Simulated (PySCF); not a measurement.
Species: C6H9PS.
Geometry (GFN2-xTB, Å), atoms numbered from 1 in this order:
```xyz
17
C6H9PS angstrom
C      2.7170    0.8118   -0.7221
C      1.7774    0.1446   -1.0484
C      0.6281   -0.6477   -1.3978
P     -0.6575   -0.6640   -0.0519
C      0.2814   -1.2506    1.4151
S     -2.2334   -1.7014   -0.4919
C     -0.9285    1.1034    0.2816
C     -2.1511    1.6046    0.2608
H      3.5502    1.3931   -0.4606
H      0.9088   -1.6918   -1.5774
H      0.1424   -0.2597   -2.3000
H      1.1825   -0.6591    1.5630
H      0.5419   -2.2968    1.2542
H     -0.3659   -1.1803    2.2885
H     -0.0455    1.6962    0.4794
H     -2.3590    2.6458    0.4468
H     -2.9958    0.9640    0.0509
```

The calculation used PySCF, TDDFT CAM-B3LYP/def2-SVPD, vertical, gas phase, core orbitals frozen in the response.

Ground-to-excited transition dipoles (e·a0, same axes as the geometry; the sign carries no meaning), for the states with f of 0.002 or more among the lowest 8:

| state | E (eV) | μx | μy | μz |
| --- | --- | --- | --- | --- |
| S2 | 5.302 | 0.341 | 0.109 | 0.007 |
| S3 | 5.899 | -0.311 | -0.252 | 0.338 |
| S4 | 5.983 | -0.422 | 0.164 | -0.016 |
| S5 | 6.335 | -0.224 | 0.051 | -0.456 |
| S6 | 6.428 | 0.043 | -0.366 | -0.165 |
| S7 | 6.455 | 0.005 | -0.386 | 0.012 |
| S8 | 6.563 | -0.121 | -0.032 | 0.148 |

Work out the oscillator strengths.

f = (2/3) ΔE |μ|² with ΔE in hartree (27.2114 eV).

| state | \|μ\|² (au) | \|μ\| (D) | f |
| --- | --- | --- | --- |
| S2 | 0.128 | 0.91 | 0.017 |
| S3 | 0.275 | 1.33 | 0.040 |
| S4 | 0.205 | 1.15 | 0.030 |
| S5 | 0.261 | 1.30 | 0.040 |
| S6 | 0.163 | 1.03 | 0.026 |
| S7 | 0.149 | 0.98 | 0.024 |
| S8 | 0.038 | 0.49 | 0.006 |

Which bond between heavy atoms lies closest to the direction of the S5 transition dipole?

P4–C5, at 14° from it; next C1–C2 at 58°.

What angle do the transition dipoles of S3 and S6 make?

|cos θ| = |μa·μb| / (|μa| |μb|) = 0.11, so θ ≈ 84° (taken between 0 and 90°, since the signs are arbitrary).

Rough CPU time on one thread of a shared machine: about 2.6 min.

One conformer stands for the species.
